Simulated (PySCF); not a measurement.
Compound: C2H7BNP.
Geometry (PBE0-D3(BJ)/def2-SVP, Å), atoms numbered from 1 in this order:
```
atom  x, y, z in Å
C1     2.3695    0.4865   -0.0605
C2     1.0387    0.0167    0.2537
N3    -0.0328   -0.3415    0.4798
B4    -1.4701   -0.7829    0.7283
P5    -2.6719    0.0412   -0.6065
H6     2.3365    1.1420   -0.9438
H7     2.7791    1.0521    0.7892
H8     3.0297   -0.3670   -0.2730
H9    -1.4898   -1.9985    0.6193
H10   -1.7668   -0.4075    1.8513
H11   -1.9166   -0.2354   -1.7922
H12   -2.2037    1.3931   -0.5283
```

The closed-shell ground state was solved at several levels (PySCF, density fitting, gas phase, non-relativistic).

```
              level  basis functions  HOMO (eV)  LUMO (eV)  gap (eV)  dipole (D)
 CAM-B3LYP/pcSseg-2              285      -7.40       0.24      7.64        8.54
CAM-B3LYP/def2-SVPD              160      -7.38       0.28      7.66        8.40
```

Problem. Estimate the row for PBE0/pcSseg-1, a basis of 127 functions; the other rows only guide the guess.

Solution. HOMO -6.18 eV, LUMO -0.76 eV, gap 5.42 eV, dipole 8.42 D.

Problem. Over all these levels, which gives the widest orbital gap and which the narrowest?

Solution. CAM-B3LYP/def2-SVPD (range-separated hybrid) has the widest, 7.66 eV, and PBE0/pcSseg-1 (global hybrid, 25 % exact exchange) the narrowest, 5.42 eV. Functional and basis both differ between the two, so the spread mixes both effects.

Problem. How far do the dipole and the HOMO energy spread over the levels?

Solution. The dipole runs from 8.40 to 8.54 D (mean 8.45 D) and the HOMO from -7.40 to -6.18 eV.

One conformer stands for the species.
